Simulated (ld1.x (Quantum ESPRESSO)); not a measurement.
## Pseudopotential generation for nickel (Ni): RRKJ, PBE, scalar-relativistic.

```json
{"Element": "Ni", "Generator": "ld1.x (Quantum ESPRESSO) 7.5", "Type": "norm-conserving RRKJ (Kleinman–Bylander form)", "Functional": "PBE", "Relativity": "scalar-relativistic", "Frozen core": "[Ne]", "Valence charge": "18", "Reference configuration": "3s2 3p6 3d8 4s2 4p0", "Partial waves": "3s (bound): rc 1.25 bohr; 3d (bound): rc 1.40 bohr; 3p (bound): rc 0.90 bohr", "Local potential": "the p channel", "Core correction": "none", "rho0": "0.005"}
```

Occupied shells without a wave of their own: 4s. They enter only through the test configuration that unscreens the potential.

All-electron outer shells of the reference configuration (PBE, scalar-relativistic, ld1.x):

```json
{"shell": "2s", "level (eV)": "-981.83", "outermost node (bohr)": "0.07", "outermost maximum (bohr)": "0.21"}
{"shell": "2p", "level (eV)": "-844.68", "outermost node (bohr)": "–", "outermost maximum (bohr)": "0.16"}
{"shell": "3s", "level (eV)": "-111.06", "outermost node (bohr)": "0.30", "outermost maximum (bohr)": "0.64"}
{"shell": "3p", "level (eV)": "-71.39", "outermost node (bohr)": "0.27", "outermost maximum (bohr)": "0.65"}
{"shell": "3d", "level (eV)": "-8.87", "outermost node (bohr)": "–", "outermost maximum (bohr)": "0.63"}
{"shell": "4s", "level (eV)": "-5.64", "outermost node (bohr)": "0.92", "outermost maximum (bohr)": "2.24"}
{"shell": "4p", "level (eV)": "-1.22", "outermost node (bohr)": "1.00", "outermost maximum (bohr)": "3.17"}
```

(1) Estimate the cutoffs (Ry, on a coarse ladder) from which the occupation-weighted sum of valence levels, in a spherical-Bessel basis at the reference potential, stays within 10 and 1 mRy of its value at 400 Ry.

(2) Does the potential have ghost states?

(3) Tests: 3s2 3p6 3d8 4s1 4p0; 3s2 3p6 3d8 4s0 4p0; 3s2 3p6 3d7 4s0 4p0; 3s2 3p6 3d8 4s1 4p1; 3s1 3p6 3d8 4s2 4p0; 3s2 3p6 3d7 4s2 4p0; 3s2 3p6 3d7 4s2 4p1. Which has the largest error in its energy relative to the reference configuration, and how large is it?

Results:

(1) 140 Ry and 180 Ry.

(2) No extra level below or beside the all-electron valence levels (s, d, p, f tested).

(3) 3s2 3p6 3d7 4s0 4p0, with +600 meV (all-electron minus pseudo) on +64.14 eV.
